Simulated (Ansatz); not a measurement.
Gas-phase reaction in SMILES: [CH2]CCCCSC -> [CH2]SCCCCC
Geometries: B3LYP-D3(BJ)/def2-TZVP minima from Ansatz (a program for electronic structure), one conformer each, not searched for the lowest. Frequencies are from Ansatz.

Wanted: isomerisation energy (enthalpy at 298 K, with B3LYP-D3(BJ) rigid-rotor harmonic-oscillator terms), in kcal/mol. Cores are frozen in the correlated levels unless marked. UHF or UKS for open shells. Spin-orbit coupling is left out. Non-relativistic. CBS marks a two-point X^-3 extrapolation of the correlation energy; Hartree-Fock from the larger set. The bracket is a focal-point correction in the basis named.

| level | program | isomerisation energy (kcal/mol) |
|---|---|---|
| HF/STO-3G | Ansatz | -3.5 |
| PBE-D3(BJ)/def2-TZVPD | Ansatz + dftd3 | -9.5 |
| BLYP-D3(BJ)/def2-TZVPD | Ansatz + dftd3 | -9.2 |
| revPBE-D3(BJ)/def2-TZVPD | Ansatz + dftd3 | -8.9 |
| revPBE-D4/def2-TZVPD | Ansatz + dftd4 | -8.9 |
| PBE0/6-31G* | Ansatz | -6.8 |
| PBE0-D3(BJ)/def2-TZVPD | Ansatz + dftd3 | -8.5 |

Q: Estimate the value at RI-MP2/CBS(cc-pV(T+d)Z,cc-pV(Q+d)Z)+[CCSD(T)-MP2]/cc-pV(T+d)Z as computed with Ansatz.

A: -8.1 kcal/mol
